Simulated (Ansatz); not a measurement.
A nudged elastic band was laid between two geometries of ClGaH₃PSeTe (8 atoms, charge 0, multiplicity 1).

Computed with RKS revPBE-D4/def2-SVP in Ansatz 0.2.0.

```
movable images  : 7
climbing image  : yes
spring          : 5.0 eV/Å²
optimiser       : quadratic models (default)
start path      : IDPP
force threshold : 0.05 eV/Å
iteration limit : 60
end points      : relaxed
```

Initial state:

```xyz
8
Properties=species:S:1:pos:R:3
Cl 0.669 -3.084 0.497
Ga 0.660 -0.920 0.248
Se 0.889 0.310 2.242
P 0.364 -0.068 -1.906
Te -2.110 -0.023 -1.250
H 0.879 1.589 1.481
H 0.627 1.306 -1.555
H -1.886 0.833 0.188
```

Final state:

```xyz
8
Properties=species:S:1:pos:R:3
Cl 0.490 -2.678 0.915
Ga 0.661 -0.552 0.440
Se 1.417 0.821 2.199
P 0.183 0.058 -1.774
Te -2.112 0.213 -0.582
H 1.488 1.994 1.286
H 0.422 1.457 -1.499
H -2.456 -1.369 -1.039
```

(1) What changes between the two ends?

(2) Give the energies along the band, and the barrier.

(3) What is the geometry of the highest image?

(4) What are the harmonic wavenumbers there?

The band took 33 iterations and of the order of 11 core-minutes.

## Answers

(1) No bond is made or broken. The dihedral Ga2–P4–Te5–H8 goes from 52 to -93°.

(2) It converged. The highest image is number 4 of 0 to 8, 2.0 kcal/mol above the first end and 2.9 kcal/mol above the last; the last end lies 0.9 kcal/mol below the first. A vibrational analysis at the climbing image gives one clearly imaginary mode, 109i cm⁻¹: a first-order saddle point.

| image | path coordinate (Å) | energy (kcal/mol) | dihedral Ga2–P4–Te5–H8 (°) |
| --- | --- | --- | --- |
| 0 | 0.00 | 0.0 | 52 |
| 1 | 0.87 | 0.5 | 47 |
| 2 | 1.74 | 1.1 | 38 |
| 3 | 2.61 | 1.4 | 28 |
| 4 | 3.48 | 2.0 | -14 |
| 5 | 3.97 | 1.6 | -39 |
| 6 | 4.47 | 0.5 | -61 |
| 7 | 4.96 | -0.6 | -80 |
| 8 | 5.46 | -0.9 | -93 |

(3) 
```xyz
8
Properties=species:S:1:pos:R:3:forces:R:3
Cl -0.099 -2.358 1.299 0.00 0.00 0.00
Ga 0.609 -0.464 0.475 0.00 0.00 0.00
Se 1.867 0.801 1.998 0.00 0.00 0.00
P 0.168 0.080 -1.753 0.00 0.00 0.00
Te -2.352 -0.339 -1.595 0.00 0.00 0.00
H 2.033 1.894 1.002 0.00 0.00 0.00
H 0.137 1.474 -1.364 0.00 0.00 0.00
H -2.271 -1.145 -0.117 0.00 0.00 0.00
```

(4) 109i, 13, 63, 76, 100, 114, 247, 254, 301, 353, 405, 595, 611, 639, 713, 2037, 2273, 2352 cm⁻¹.

The run took 5.6 min on 2 threads of Intel(R) Xeon(R) 6975P-C (Granite Rapids), with other jobs on the host, peak memory 0.26 GiB.
